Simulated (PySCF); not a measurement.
# Reading the logs of faulty runs: BCH6OSi

All numbers below are calculated, not measured. They come from PySCF 2.14.0, an open-source quantum chemistry program, on an isolated molecule that a program drew, which may never have been made. The molecule is BCH6OSi (charge 0, doublet), drawn as the SMILES string `CB(O)[SiH2]`.

Each row is a Hartree-Fock (HF) and frozen-core CCSD(T) single point in the cc-pV(D+d)Z basis, meant for a local HF minimum. Run 1 is clean. Each other run has one planted mistake out of seven kinds, and not every kind appears here: one electron removed, one electron added, multiplicity raised by two, geometry at a saddle point, minimal basis STO-3G, one bond length entered in bohr, all coordinates scaled. The reference is restricted for singlets and unrestricted otherwise, and also for a bond in bohr. Adding or removing an electron swaps singlet and doublet. Electrons count all cores. HOMO and LUMO are orbital energies over both spins, the gradient is its largest component, and the lowest frequency (negative if imaginary) is given only where the gradient is small. Bond lengths are over the 9 bonds as drawn. T1 is the CCSD diagnostic: over 0.02 (restricted) or 0.045 (unrestricted) a single reference is doubtful.

Geometry of the clean run:
```xyz
10
BCH6OSi, angstrom
C    -0.9237    1.7173    3.0786
B     0.2264    0.6485    2.8588
O     1.4616    0.7930    3.3981
Si   -0.0832   -1.0586    1.7913
H    -1.8630    1.2396    3.3732
H    -1.1262    2.2335    2.1328
H    -0.6779    2.4779    3.8280
H     1.5632    1.5760    3.9208
H     1.1048   -1.6973    1.1759
H    -1.1994   -1.0210    0.8126
```

```
run,electrons,basis functions,<S^2>,HOMO (eV),LUMO (eV),gradient (hartree/bohr),lowest frequency (cm^-1),mean bond (Å),longest bond (Å),T1,HF (hartree),CCSD(T) (hartree),mistake
1,39,95,0.763,-8.26,1.41,3.8e-06,62,1.3532,2.037,0.0151,-429.86827,-430.43315,no fault
2,39,95,1.449,-8.42,1.17,1.8e-02,-,1.4615,2.071,0.0565,-429.74261,-430.30631,one bond length entered in bohr
3,39,95,0.762,-8.18,1.49,3.5e-02,-,1.3112,1.974,0.0144,-429.85885,-430.41927,?
4,39,95,3.761,-4.77,-1.46,5.2e-02,-,1.3532,2.037,0.0279,-429.66074,-430.21635,?
```

**Which mistake was planted in run 3, and what did it cost?**

The mean and the longest bond both change by the same factor, 0.969, and the gradient is no longer small. So the mistake is: all coordinates scaled. Subtracting run 1 and multiplying by 627.51 kcal/mol a hartree, the energy moved by 5.9 kcal/mol in HF and 8.7 kcal/mol in CCSD(T).

**Which mistake was planted in run 4, and what did it cost?**

Electrons, basis and geometry are unchanged, and <S^2> is 3.761, beside S(S+1) = 3.75 for a multiplicity of 4. So the mistake is: multiplicity raised by two. Subtracting run 1 and multiplying by 627.51 kcal/mol a hartree, the energy moved by 130.2 kcal/mol in HF and 136.0 kcal/mol in CCSD(T).

Cautions from the logs. Run 2: T1 is over the limit, so its CCSD(T) energy is less reliable.
